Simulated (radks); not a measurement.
Sr IV, 35 electrons, occupied as [Ar] 3d10 4s1 4p5 4d1 (not the ground configuration). All-electron calculation, Dirac Kohn-Sham, PBE, spin-unpolarised, spherical densities, finite nucleus; open shells are shared between the two j in proportion to 2j + 1; Fermi nuclear charge, rms radius 4.224 fm. Program: a radial shooting solver on a logarithmic mesh with Libxc functionals.

Unscreened Slater integrals over Kohn-Sham orbitals (eV). Large and small components are both included.

| integral | value |
|---|---|
| F0(4d5/2,4d5/2) | 12.205 |
| F2(4d5/2,4d5/2) | 6.2583 |
| F4(4d5/2,4d5/2) | 4.1186 |
| F0(4d5/2,4d3/2) | 12.236 |
| F2(4d5/2,4d3/2) | 6.2734 |
| G2(4d5/2,4d3/2) | 6.2722 |
| G4(4d5/2,4d3/2) | 4.1274 |
| F0(4d5/2,4p3/2) | 13.866 |
| F2(4d5/2,4p3/2) | 6.7703 |
| G1(4d5/2,4p3/2) | 8.2894 |
| G3(4d5/2,4p3/2) | 5.0711 |
| F0(4d5/2,4p1/2) | 13.946 |
| G3(4d5/2,4p1/2) | 5.0070 |
| F0(4d3/2,4d3/2) | 12.267 |
| F2(4d3/2,4d3/2) | 6.2888 |
| F0(4d3/2,4p3/2) | 13.914 |
| F2(4d3/2,4p3/2) | 6.8101 |
| G1(4d3/2,4p3/2) | 8.3589 |
| G3(4d3/2,4p3/2) | 5.1135 |
| F0(4d3/2,4p1/2) | 13.995 |
| G1(4d3/2,4p1/2) | 8.2625 |
| F0(4p3/2,4p3/2) | 16.578 |
| F2(4p3/2,4p3/2) | 8.7802 |
| F0(4p3/2,4p1/2) | 16.727 |
| G2(4p3/2,4p1/2) | 8.8471 |
| F0(4p1/2,4p1/2) | 16.882 |
